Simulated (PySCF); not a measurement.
A structure optimised at PBE-D3(BJ)/def2-SVP, used in a PySCF frequency run:

```xyz
10

C      2.7981     0.7732     0.6441
C      1.8224     0.0548     0.4363
Si     0.3096    -0.9355     0.1566
F      0.3475    -1.5834    -1.3539
Si    -1.5803     0.4550     0.3641
F     -1.3818     1.7809    -0.5874
H      3.6620     1.4008     0.8241
H      0.2659    -2.0690     1.1420
H     -2.8367    -0.2536    -0.0612
H     -1.7156     0.9037     1.7942
```
Charge 0, spin multiplicity 1.

Q: Write its SMILES and formula.

A: C#C[Si@H](F)[SiH2]F, C2H4F2Si2

Q: What are its rotational constants (standard atomic weights)?

A: 2.6782, 1.5050, 1.1566 GHz
